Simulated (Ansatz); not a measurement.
Results of the Gaussian-basis code of Ansatz.

Basis-set series for `BC(S)/C=[N]\[GaH2]`. Total charge 0; spin multiplicity 1. The structure was optimised at the PBE0-D4/def2-TZVP level. It is one conformer, not always the lowest.

```csv
functional,basis,functions,energy (Eh),HOMO (eV),LUMO (eV)
PBE0-D4,def2-SVP,141,-2481.96571,-6.67,-2.17
PBE0-D4,def2-QZVPP,597,-2482.59138,-6.75,-2.25
ωB97M-V,def2-SVP,141,-2482.33764,-8.84,-0.14
ωB97M-V,def2-QZVPP,597,-2482.96715,-8.94,-0.36
```

Q: Give the rows for def2-TZVPP. (Estimate.)

A: The calculation gave: 
```
functional       basis  functions  energy (Eh)  HOMO (eV)  LUMO (eV)
   PBE0-D4  def2-TZVPP        312  -2482.52660      -6.73      -2.24
   ωB97M-V  def2-TZVPP        312  -2482.90484      -8.93      -0.31
```

Scalar relativity is left out up to krypton.
